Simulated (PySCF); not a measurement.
## Exercise with solution: chemical shift, span and skew from a shielding tensor

CH5F2NSi2, SMILES N(/[SiH2]F)=C\[SiH2]F. Atoms are numbered in the order given.

```xyz
11

F     -3.2241     0.7713    -0.2683
Si    -2.0895     0.0130     0.6281
C     -0.3890     0.1973    -0.1934
N      0.5694    -0.3756     0.4277
Si     2.2681    -0.4773     0.0671
F      2.6648     0.3097    -1.3084
H     -2.0519     0.6401     1.9705
H     -2.4363    -1.4255     0.7107
H     -0.2347     0.7605    -1.1410
H      3.0008     0.1501     1.1882
H      2.6032    -1.9077    -0.1038
```
Charge 0, spin multiplicity 1.

Geometry optimised at TPSSh-D3(BJ)/def2-SVP. The structure was generated by enumeration; whether it is a known compound was not checked. Other conformers were not sampled.

GIAO shieldings from PBE/pcSseg-1 (PySCF), non-relativistic, no solvent. The symmetric part of the tensor of F1 has the principal values 346.2, 387.7, 402.6 ppm. The same nucleus in CFCl3 has σ = 133.6 ppm at this level (PySCF, at its B3LYP-D3(BJ)/def2-TZVP geometry).

Question: Work out the isotropic shielding, the ¹⁹F shift against CFCl3, the span and the skew.

Answer: 
σ(iso) = (σ11 + σ22 + σ33)/3 = 378.8 ppm. δ = σ(ref) − σ(iso) = 133.6 − (378.8) = -245.2 ppm.
Span Ω = σ33 − σ11 = 56.4 ppm. Skew κ = 3(σ(iso) − σ22)/Ω = -0.47. Tumbling in solution averages the tensor to δ; in a static solid the shielding alone would spread this spin-1/2 line over Ω.
